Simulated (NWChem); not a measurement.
# CH$_{3}$BeClS; SMILES C[S][Be][Cl]

```xyz
7

Be     0.2187    -0.4575    -0.0010
Cl    -0.2684    -2.2097    -0.0027
S      0.7460     1.3629     0.0029
C     -0.8815     2.2101    -0.0002
H     -1.4465     1.9960    -0.9169
H     -0.6697     3.2870     0.0349
H     -1.4800     1.9449     0.8812
```
Atoms are numbered in this order, from 1.

Results from NWChem. Pople sets run with spherical d functions. All runs use the structure optimised with PBE0/def2-SVP. GIAO values for the isolated, static molecule; σ is the absolute isotropic shielding, δ = σ(reference) − σ with the isolated reference molecule computed at the same levels (13C: tetramethylsilane, 1H: tetramethylsilane).

Task: What does the run give for B3LYP/6-311G**? Quantities: σ Be1 (ppm); σ Cl2 (ppm); σ S3 (ppm); δ C4 (ppm); δ H5 (rotor mean) (ppm).

Result: σ Be1 (ppm): 87.7
σ Cl2 (ppm): 921.5
σ S3 (ppm): 674.7
δ C4 (ppm): 9.8
δ H5 (rotor mean) (ppm): 2.09
